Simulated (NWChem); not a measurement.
# SiH3Cl; SMILES Cl[SiH3]

Computed with NWChem. The geometry was optimised at PBE-D3(BJ)/def2-SVP. Computed dipoles belong to the equilibrium geometry; the measured one is vibrationally averaged.

Measured dipole moment: 1.31 D (NIST CCCBDB, as tabulated in the package chemicals).

### Question
Which of these levels lies farthest from the measured value, and how do the others fare: PBE0/def2-SVP; PBE0/def2-TZVPP; PBE0/def2-QZVP; PBE0/def2-TZVPD; PBE0/def2-SVPD; PBE0/STO-3G; PBE0/def2-TZVP?

### Answer
PBE0/STO-3G.
```csv
level,dipole moment (D),computed − measured
PBE0/STO-3G,2.61,+1.30
PBE0/def2-SVP,1.41,+0.10
PBE0/def2-SVPD,1.43,+0.12
PBE0/def2-TZVP,1.30,-0.01
PBE0/def2-TZVPD,1.32,+0.01
PBE0/def2-TZVPP,1.31,0.00
PBE0/def2-QZVP,1.32,+0.01
```
